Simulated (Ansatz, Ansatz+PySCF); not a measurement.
| atom | x (Å) | y (Å) | z (Å) |
| --- | --- | --- | --- |
| Si | 0.0000 | 0.0000 | -1.2671 |
| Si | 0.0000 | 0.0000 | 1.2671 |
| H | 0.0000 | -1.5158 | -1.8249 |
| H | -1.3128 | 0.7579 | -1.8249 |
| H | 1.3128 | 0.7579 | -1.8249 |
| H | 0.0000 | 1.5158 | 1.8249 |
| H | -1.3128 | -0.7579 | 1.8249 |
| H | 1.3128 | -0.7579 | 1.8249 |

Basis set: def2-SVP (spherical functions). Correlated methods keep 10 orbitals frozen. Charge 0, multiplicity 1.

Computed with Ansatz (development build ahead of 0.2.0); each method stands on the lowest determinant of its kind that the runs found. Restricted open shells among the atoms or ions are ROHF, correlated in semicanonical orbitals with singles.

Give the atomization energy at this shape (free ground-state atoms in the same class of orbitals less the molecule, no zero-point energy) of singlet Si₂H₆ by RHF-CCSD(T), RHF-MP2, RHF, UHF.

```csv
method,atomization energy
RHF-CCSD(T),20.86 eV
RHF-MP2,20.30 eV
RHF,17.04 eV
UHF,16.86 eV
```

Caution: the shape is not the minimum.
